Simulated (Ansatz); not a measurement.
Ansatz (an electronic-structure program) input file for Si(F)2(NCO)(OH) (CHF2NO2Si), SMILES O=C=N[Si](O)(F)F, PBE0-D3(BJ)/def2-SVP. 

Ansatz 0.2 input:
```yaml
crystal:
  periodic: [false, false, false]
  atoms:
    - {symbol: O, position_ang: [0.02244527, -3.33052073, 0.00000000]}
    - {symbol: C, position_ang: [0.01065225, -2.15314416, 0.00000000]}
    - {symbol: N, position_ang: [-0.00522631, -0.94310984, -0.00000000]}
    - {symbol: Si, position_ang: [0.00276451, 0.74842887, 0.00000000]}
    - {symbol: O, position_ang: [1.56476432, 1.25542997, 0.00000004]}
    - {symbol: F, position_ang: [-0.80420731, 1.30144967, 1.28946591]}
    - {symbol: F, position_ang: [-0.80420723, 1.30144967, -1.28946595]}
    - {symbol: H, position_ang: [1.71202165, 2.21726162, 0.00000005]}
basis:
  gaussian:
    orbitals: def2-SVP
hamiltonian:
  xc: pbe0
  dispersion: d3bj
relax: {f_tol: 0.002, max_steps: 200}
```

Log of the run:

```
WARN ansatz: RAYON_NUM_THREADS=1 ignored (pool sized by the plan → 1); use --threads N
Functional definition: PBE0
integrals: 0.06 GiB planned
1094 factors; integrals over basis functions are off by at most 4.6e-4 eV
mean field: 0.48 GiB planned
mean field evaluation 1: about -19918.6103 eV, gradient 7.1e1 eV
mean field evaluation 2: about -19911.3610 eV, gradient 9.6e1 eV
mean field evaluation 4: about -19926.9483 eV, gradient 4.5e0 eV
mean field evaluation 8: about -19927.0159 eV, gradient 4.1e-1 eV
mean field evaluation 16: about -19927.0162 eV, gradient 3.3e-5 eV
mean field -19927.01624852 eV, -732.3043401165 hartree, gradient 3.3e-5 eV, S^2 0.000000; 0 other end points of the search recorded, 0 dependent functions left out
the calculation of the forces begins
reference -19927.01626839 eV, -732.3043408464 hartree; 31, 31 occupied and 76, 76 virtual orbitals, 1094 factors
relax step   1: F+E_penalty+E_count = -19927.15506080 eV  Δ(F+E_penalty+E_count) = +0.000e0 eV  max|allowed force component| = 1.614e0 eV/Å  Δτ_max = 0.0000 Å  (29 SCF iters, accepted)
these checks for a lower state are left out or cut short: starts, cluster_reference, orbital_swaps, neighbouring_geometries, increment
integrals: 0.06 GiB planned
1094 factors; integrals over basis functions are off by at most 4.4e-4 eV
mean field: 0.48 GiB planned
mean field -19927.05118367 eV, -732.3056239594 hartree, gradient 1.2e-5 eV, S^2 0.000000; 0 other end points of the search recorded, 0 dependent functions left out
the calculation of the forces begins
reference -19927.05120352 eV, -732.3056246889 hartree; 31, 31 occupied and 76, 76 virtual orbitals, 1094 factors
relax step   2: F+E_penalty+E_count = -19927.19063297 eV  Δ(F+E_penalty+E_count) = -3.557e-2 eV  max|allowed force component| = 3.433e-1 eV/Å  Δτ_max = 0.0255 Å  (34 SCF iters, accepted)
these checks for a lower state are left out or cut short: starts, cluster_reference, orbital_swaps, neighbouring_geometries, increment
integrals: 0.06 GiB planned
1094 factors; integrals over basis functions are off by at most 4.4e-4 eV
mean field: 0.48 GiB planned
mean field evaluation 32: about -19927.0562 eV, gradient 1.1e-5 eV
mean field -19927.05620164 eV, -732.3058083665 hartree, gradient 1.1e-5 eV, S^2 0.000000; 0 other end points of the search recorded, 0 dependent functions left out
the calculation of the forces begins
reference -19927.05622154 eV, -732.3058090977 hartree; 31, 31 occupied and 76, 76 virtual orbitals, 1094 factors
relax step   3: F+E_penalty+E_count = -19927.19590005 eV  Δ(F+E_penalty+E_count) = -5.267e-3 eV  max|allowed force component| = 1.161e-1 eV/Å  Δτ_max = 0.0092 Å  (35 SCF iters, accepted)
these checks for a lower state are left out or cut short: starts, cluster_reference, orbital_swaps, neighbouring_geometries, increment
integrals: 0.06 GiB planned
1094 factors; integrals over basis functions are off by at most 4.4e-4 eV
mean field: 0.48 GiB planned
mean field -19927.05656865 eV, -732.3058218540 hartree, gradient 2.5e-5 eV, S^2 0.000000; 0 other end points of the search recorded, 0 dependent functions left out
the calculation of the forces begins
reference -19927.05658857 eV, -732.3058225857 hartree; 31, 31 occupied and 76, 76 virtual orbitals, 1094 factors
relax step   4: F+E_penalty+E_count = -19927.19627849 eV  Δ(F+E_penalty+E_count) = -3.784e-4 eV  max|allowed force component| = 5.178e-2 eV/Å  Δτ_max = 0.0026 Å  (25 SCF iters, accepted)
these checks for a lower state are left out or cut short: starts, cluster_reference, orbital_swaps, neighbouring_geometries, increment
integrals: 0.06 GiB planned
1094 factors; integrals over basis functions are off by at most 4.4e-4 eV
mean field: 0.48 GiB planned
mean field -19927.05688947 eV, -732.3058336437 hartree, gradient 1.2e-5 eV, S^2 0.000000; 0 other end points of the search recorded, 0 dependent functions left out
the calculation of the forces begins
reference -19927.05690940 eV, -732.3058343761 hartree; 31, 31 occupied and 76, 76 virtual orbitals, 1094 factors
relax step   5: F+E_penalty+E_count = -19927.19658327 eV  Δ(F+E_penalty+E_count) = -3.048e-4 eV  max|allowed force component| = 3.059e-2 eV/Å  Δτ_max = 0.0055 Å  (26 SCF iters, accepted)
these checks for a lower state are left out or cut short: starts, cluster_reference, orbital_swaps, neighbouring_geometries, increment
integrals: 0.06 GiB planned
1094 factors; integrals over basis functions are off by at most 4.4e-4 eV
mean field: 0.48 GiB planned
mean field -19927.05702150 eV, -732.3058384957 hartree, gradient 1.1e-5 eV, S^2 0.000000; 0 other end points of the search recorded, 0 dependent functions left out
the calculation of the forces begins
reference -19927.05704144 eV, -732.3058392286 hartree; 31, 31 occupied and 76, 76 virtual orbitals, 1094 factors
relax step   6: F+E_penalty+E_count = -19927.19671224 eV  Δ(F+E_penalty+E_count) = -1.290e-4 eV  max|allowed force component| = 3.281e-2 eV/Å  Δτ_max = 0.0120 Å  (34 SCF iters, accepted)
these checks for a lower state are left out or cut short: starts, cluster_reference, orbital_swaps, neighbouring_geometries, increment
integrals: 0.06 GiB planned
1094 factors; integrals over basis functions are off by at most 4.4e-4 eV
mean field: 0.48 GiB planned
mean field -19927.05708513 eV, -732.3058408343 hartree, gradient 2.5e-5 eV, S^2 0.000000; 0 other end points of the search recorded, 0 dependent functions left out
the calculation of the forces begins
reference -19927.05710508 eV, -732.3058415673 hartree; 31, 31 occupied and 76, 76 virtual orbitals, 1094 factors
relax step   7: F+E_penalty+E_count = -19927.19676128 eV  Δ(F+E_penalty+E_count) = -4.904e-5 eV  max|allowed force component| = 6.931e-3 eV/Å  Δτ_max = 0.0031 Å  (24 SCF iters, accepted)
these checks for a lower state are left out or cut short: starts, cluster_reference, orbital_swaps, neighbouring_geometries, increment
integrals: 0.06 GiB planned
1094 factors; integrals over basis functions are off by at most 4.4e-4 eV
mean field: 0.48 GiB planned
mean field evaluation 64: about -19927.0570 eV, gradient 2.0e-1 eV
mean field -19927.05710168 eV, -732.3058414423 hartree, gradient 7.5e-6 eV, S^2 0.000000; 0 other end points of the search recorded, 0 dependent functions left out
the calculation of the forces begins
reference -19927.05712163 eV, -732.3058421754 hartree; 31, 31 occupied and 76, 76 virtual orbitals, 1094 factors
relax step   8: F+E_penalty+E_count = -19927.19676682 eV  Δ(F+E_penalty+E_count) = -5.547e-6 eV  max|allowed force component| = 1.440e-2 eV/Å  Δτ_max = 0.0021 Å  (25 SCF iters, accepted)
these checks for a lower state are left out or cut short: starts, cluster_reference, orbital_swaps, neighbouring_geometries, increment
integrals: 0.06 GiB planned
1094 factors; integrals over basis functions are off by at most 4.4e-4 eV
mean field: 0.48 GiB planned
mean field -19927.05709706 eV, -732.3058412725 hartree, gradient 2.6e-5 eV, S^2 0.000000; 0 other end points of the search recorded, 0 dependent functions left out
the calculation of the forces begins
reference -19927.05711701 eV, -732.3058420055 hartree; 31, 31 occupied and 76, 76 virtual orbitals, 1094 factors
relax step   9: F+E_penalty+E_count = -19927.19677240 eV  Δ(F+E_penalty+E_count) = -5.582e-6 eV  max|allowed force component| = 2.220e-3 eV/Å  Δτ_max = 0.0030 Å  (24 SCF iters, accepted)
these checks for a lower state are left out or cut short: starts, cluster_reference, orbital_swaps, neighbouring_geometries, increment
integrals: 0.06 GiB planned
1094 factors; integrals over basis functions are off by at most 4.4e-4 eV
mean field: 0.48 GiB planned
mean field -19927.05709554 eV, -732.3058412167 hartree, gradient 7.0e-5 eV, S^2 0.000000; 0 other end points of the search recorded, 0 dependent functions left out
the calculation of the forces begins
reference -19927.05711549 eV, -732.3058419497 hartree; 31, 31 occupied and 76, 76 virtual orbitals, 1094 factors
relax step  10: F+E_penalty+E_count = -19927.19677354 eV  Δ(F+E_penalty+E_count) = -1.135e-6 eV  max|allowed force component| = 7.839e-4 eV/Å  Δτ_max = 0.0015 Å  (22 SCF iters, accepted)
integrals: 0.06 GiB planned
1094 factors; integrals over basis functions are off by at most 4.4e-4 eV
mean field: 0.48 GiB planned
mean field evaluation 96: about -19927.0571 eV, gradient 1.1e-3 eV
mean field -19927.05709554 eV, -732.3058412167 hartree, gradient 7.0e-5 eV, S^2 0.000000; 1 other end points of the search recorded, 0 dependent functions left out
the calculation of the forces begins
reference -19927.05711549 eV, -732.3058419497 hartree; 31, 31 occupied and 76, 76 virtual orbitals, 1094 factors
Total energy: -19927.19679349 eV, -732.3109750215 hartree
Atom 0 at     0.032981    -3.299915     0.000000 Å, force     0.000209     0.000298     0.000000 eV/Å
Atom 1 at     0.011852    -2.137765     0.000000 Å, force    -0.000147     0.000251     0.000000 eV/Å
Atom 2 at    -0.014810    -0.939249    -0.000000 Å, force    -0.000128    -0.000784    -0.000000 eV/Å
Atom 3 at     0.001114     0.740536     0.000000 Å, force    -0.000036     0.000173     0.000000 eV/Å
Atom 4 at     1.543139     1.251753     0.000000 Å, force     0.000017    -0.000078    -0.000000 eV/Å
Atom 5 at    -0.796628     1.292201     1.275729 Å, force     0.000014     0.000053     0.000066 eV/Å
Atom 6 at    -0.796627     1.292201    -1.275729 Å, force     0.000014     0.000053    -0.000066 eV/Å
Atom 7 at     1.717986     2.197483     0.000000 Å, force     0.000055     0.000034     0.000000 eV/Å
Dipole moment:     0.238360     0.380661    -0.000000 e Å
```

Self-consistency was reached.
